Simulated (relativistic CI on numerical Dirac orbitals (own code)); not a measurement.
# Level scheme of Ta II

These numbers are calculated, not measured: Dirac-Coulomb-Breit CI, KLI orbitals optimised for each configuration, a model potential for QED, valence Slater integrals scaled by 0.85, P86 correlation energy added to each configuration (own radial code, finite nucleus).

CI space (outside the closed core [Xe] 4f14): 5d³6s, 5d²6s², 5d⁴, 5d³6p, 5d6s²6p, 5d²6s6p, 5d6s6p², 5d³6d, 5d²6s5f, 5d³6f, 5d²6p², 5d²6s5g, 5d³7s, 5d²6s7p, 5d²6s7s, 5d6s²6d. Levels of other configurations are missing.

| No. | Configuration | Term | J | E (eV) | % | Next component (%) | Lifetime (s) | jj configuration (%) |
| --- | --- | --- | --- | --- | --- | --- | --- | --- |
| 41 | 5d³6s | ¹P | 1 | 2.9588 | 68 | 13 5d²6s² ³P |  | 5d3/2^2 5d5/2 6s (26) |
| 42 | 5d⁴ | ³H | 4 | 2.9823 | 37 | 23 5d³6s ³F |  | 5d3/2^2 5d5/2^2 (29) |
| 43 | 5d⁴ | ³H | 5 | 3.0362 | 72 | 13 5d³6s ³H |  | 5d3/2^2 5d5/2^2 (63) |
| 44 | 5d³6s | ¹F | 3 | 3.0388 | 47 | 36 5d⁴ ¹F |  | 5d3/2 5d5/2^2 6s (35) |
| 45 | 5d³6s | ³P | 0 | 3.0491 | 46 | 25 5d²6s² ³P |  | 5d3/2^2 (31) |
| 46 | 5d³6s | ¹H | 5 | 3.0594 | 87 | 4 5d⁴ ³G |  | 5d3/2 5d5/2^2 6s (76) |
| 47 | 5d⁴ | ³H | 6 | 3.1040 | 75 | 12 5d³6s ³H |  | 5d3/2^2 5d5/2^2 (67) |
| 48 | 5d⁴ | ¹G | 4 | 3.1141 | 22 | 19 ³G |  | 5d3/2^2 5d5/2^2 (35) |
| 49 | 5d⁴ | ³G | 3 | 3.2483 | 67 | 13 5d³6s ³F |  | 5d3/2^2 5d5/2^2 (37) |
| 50 | 5d³6s | ³P | 1 | 3.3135 | 44 | 32 5d²6s² ³P |  | 5d3/2 5d5/2 (32) |
| 51 | 5d³6s | ³P | 0 | 3.3363 | 32 | 25 5d⁴ ¹S |  | 5d3/2^4 (27) |
| 52 | 5d⁴ | ³G | 4 | 3.3906 | 54 | 18 5d³6s ³F |  | 5d3/2^2 5d5/2^2 (27) |
| 53 | 5d²6s6p | ⁵G° | 2 | 3.4310 | 55 | 20 ³F° | 1.34e-07 | 5d3/2^2 6s 6p1/2 (73) |
| 54 | 5d²6s² | ³P | 2 | 3.5259 | 38 | 32 5d³6s ³P |  | 5d5/2^2 (35) |
| 55 | 5d⁴ | ³G | 5 | 3.5686 | 80 | 9 ³H |  | 5d3/2 5d5/2^3 (80) |
| 56 | 5d⁴ | ³D | 2 | 3.6571 | 47 | 18 5d³6s ³D |  | 5d3/2^2 5d5/2^2 (47) |
| 57 | 5d⁴ | ³D | 1 | 3.6709 | 39 | 18 5d³6s ³D |  | 5d3/2^2 5d5/2^2 (34) |
| 58 | 5d⁴ | ¹I | 6 | 3.6805 | 87 | 11 ³H |  | 5d3/2 5d5/2^3 (73) |
| 59 | 5d⁴ | ³D | 3 | 3.7235 | 56 | 24 5d³6s ³D |  | 5d3/2 5d5/2^3 (32) |
| 60 | 5d³6s | ³F | 2 | 3.7326 | 42 | 30 5d⁴ ³F |  | 5d3/2^2 5d5/2^2 (26) |
| 61 | 5d²6s6p | ⁵G° | 3 | 3.7742 | 70 | 15 ³F° | 1.95e-07 | 5d3/2^2 6s 6p1/2 (41) |
| 62 | 5d⁴ | ³F | 3 | 3.8229 | 36 | 36 5d³6s ³F |  | 5d3/2 5d5/2^3 (37) |
| 63 | 5d⁴ | ³F | 4 | 3.8454 | 29 | 29 5d³6s ³F |  | 5d3/2^2 5d5/2^2 (22) |
| 64 | 5d⁴ | ³P | 1 | 3.8539 | 37 | 27 ³D |  | 5d3/2 5d5/2^3 (51) |
| 65 | 5d⁴ | ¹S | 0 | 3.9020 | 40 | 24 ³P |  | 5d3/2 5d5/2^3 (35) |
| 66 | 5d²6s6p | ⁵F° | 1 | 3.9671 | 52 | 16 5d³6p ⁵F° | 2.82e-08 | 5d3/2^2 6s 6p1/2 (41) |
| 67 | 5d²6s6p | ⁵G° | 2 | 3.9872 | 24 | 17 ⁵F° | 1.97e-08 | 5d3/2 5d5/2 6s 6p1/2 (32) |
| 68 | 5d³6s | ¹D | 2 | 4.0905 | 34 | 21 5d⁴ ³P |  | 5d5/2^3 6s (23) |
| 69 | 5d²6s6p | ⁵G° | 4 | 4.1813 | 81 | 5 ⁵F° | 1.62e-07 | 5d3/2 5d5/2 6s 6p1/2 (56) |
| 70 | 5d⁴ | ³P | 2 | 4.1957 | 39 | 19 5d³6s ¹D |  | 5d5/2^4 (34) |

Energies count from the lowest computed level; ° marks odd parity; lifetimes are radiative, by E1, M1, E2 decay to levels of this space only; some are left blank where a channel outside the calculation adds to the decay or the decay crosses a small, uncertain gap. Filled j subshells are mostly left out of the jj labels.

The mean weight of the leading LS term, summed over parents, in these 30 levels is 51 %, and that of the leading jj configuration (from the same eigenvectors) 42 %.

Correlation outside the listed configurations is missing or only estimated: errors of thousands of cm⁻¹ between configurations and terms are usual at this charge. Rates and lifetimes follow the computed energies and can be off by large factors. The fine structure of a lone outer electron comes out too small, for d and f at times inverted, and misplaced configurations move strength between like terms. 7 of the 18 excited levels that our extract of the measured tables holds in this range could be paired (the sources list more); they are missed by 534 cm⁻¹ on average and 1067 at most, and levels without a partner can miss by more. Some levels of the ground configuration have no partner and can miss by 10 % or more.

LS names give the leading component of a level, which can be under half, so a name can repeat, a term be missing and a line seem to break the LS rules.
